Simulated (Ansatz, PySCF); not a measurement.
Dimer: NH3 (SMILES N) (first 4 atoms) with H2S (SMILES S); geometry from B3LYP-D3(BJ)/def2-TZVP, rigid monomers moved along the line of their centres of mass till N1···H7 is 3.01 Å.
(charge 0, multiplicity 1):
```xyz
7

N      0.006     0.164     0.325
H     -0.777    -0.461     0.170
H     -0.193     1.032    -0.159
H      0.821    -0.253    -0.111
S      0.820     0.965     4.542
H     -0.151     0.155     4.992
H      0.542     0.696     3.241
```

Monomers are frozen at their geometry in the pair; levels with a basis set take the counterpoise correction. Rows marked so take none.

Correlated levels freeze the cores. CBS(a, b) extrapolates the correlation energy as X⁻³ and adds the Hartree–Fock energy of set b. Rows in 6-31G* carry no dispersion term and start afresh at each structure (6-31G* with six Cartesian d functions).

The values were computed with Ansatz (Gaussian orbitals); PySCF for 6-31G* rows, the dispersion terms. 

Problem. Predict the interaction energy from CCSD(T)/CBS(aug-cc-pV(D+d)Z, aug-cc-pV(T+d)Z).

Solution. -92 meV

Problem. What interaction energy does B3LYP/6-31G* (no counterpoise) give?

Solution. -124 meV

Problem. Predict the interaction energy from PBE-D3(BJ)/def2-TZVPPD.

Solution. -105 meV

Ansatz is a program for electronic structure.
